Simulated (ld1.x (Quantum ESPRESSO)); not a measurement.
Transferability test, ultrasoft potential for rhodium (Rh)

* Element: Rh
* Generator: ld1.x (Quantum ESPRESSO) 7.5
* Type: ultrasoft
* Functional: PBE
* Relativity: scalar-relativistic
* Frozen core: [Kr]
* Valence charge: 9
* Reference configuration: 4d8 5s1 5p0
* Partial waves: 5s (bound): rcut 2.35, rcutus 2.85 bohr; 5s channel at 1.9 Ry: rcut 2.35, rcutus 2.85 bohr; 5p (bound, empty): rcut 3.60, rcutus 4.10 bohr; 5p channel at 0.65 Ry: rcut 3.60, rcutus 4.10 bohr; 4d (bound): rcut 1.50, rcutus 1.65 bohr; 4d channel at -0.15 Ry: rcut 1.50, rcutus 1.65 bohr
* Local potential: all-electron potential smoothed inside 3.45 bohr (lloc = -2)
* Core correction: Bessel-smoothed model core, default radius (core density twice the valence density)
* Augmentation charge: PSQ, inside the norm-conserving radii

Energies are relative to the spin-unpolarised reference configuration 4d8 5s1 5p0; without spin polarisation the order of configurations can differ from experiment. The frozen-core shift is the all-electron ΔE with the core orbitals held at their reference shape minus the fully relaxed ΔE.

```tsv
valence configuration	charge	ΔE all-electron (eV)	error AE − PS (meV)	frozen-core shift (meV)
4d8 5s0 5p0	+1	7.460	-10	+3.7
4d7 5s0 5p0	+2	26.971	-64	+58
4d6 5s0 5p0	+3	59.476	-439	+368
4d8 5s0.5 5p0	+0.5	2.919	-2.5	+1.2
4d7 5s1 5p1	0	6.619	-93	+43
```

(1) What are ΔE and the potential's error for 4d9 5s0 5p0?

(2) What are ΔE and the potential's error for 4d8 5s0 5p1?

Results:

(1) ΔE = -0.909 eV all-electron; the error (AE − PS) is -43 meV.

(2) ΔE = 3.603 eV all-electron; the error (AE − PS) is +0.5 meV.
